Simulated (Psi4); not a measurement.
Intermolecular potential of H2 ··· H2O (SMILES [H][H] and O). Monomers: optimised at B3LYP-D3(BJ) (def2-TZVP), held rigid. Orientation: lowest of the rigid-body minima from ten starts at GFN2-xTB. Only R, the distance of the centres of mass, is varied, so the lowest point isn't the relaxed dimer.

Computed with: SAPT0/jun-cc-pVDZ, frozen core (Psi4); MP2/aug-cc-pVTZ = DF-MP2/aug-cc-pVTZ, frozen core, counterpoise-corrected (Psi4); PBE/def2-TZVP, counterpoise-corrected (Psi4); CCSD(T)/aug-cc-pVDZ = DF-CCSD(T)/aug-cc-pVDZ, frozen core, counterpoise-corrected (Psi4).

Cost and agreement with CCSD(T)/aug-cc-pVDZ over the 12 points of the scan, with CCSD(T)/aug-cc-pVDZ as yardstick. Costs are rough ratios of core time within Psi4 on shared cores, each with its mean field (Kohn-Sham runs search longer for lower solutions than correlated ones do); the miss is the largest difference from CCSD(T) of the interaction energy, in kJ/mol.

Q: Which is the cheapest of these levels that stays within 1.6 kJ/mol of CCSD(T)/aug-cc-pVDZ?

A: SAPT0/jun-cc-pVDZ.

| level | relative cost | largest difference |
|---|---|---|
| SAPT0/jun-cc-pVDZ | 1 | 1.53 |
| MP2/aug-cc-pVTZ | 3 | 1.67 |
| PBE/def2-TZVP | 6 | 4.15 |

Costs within a factor of two of each other count as equal.
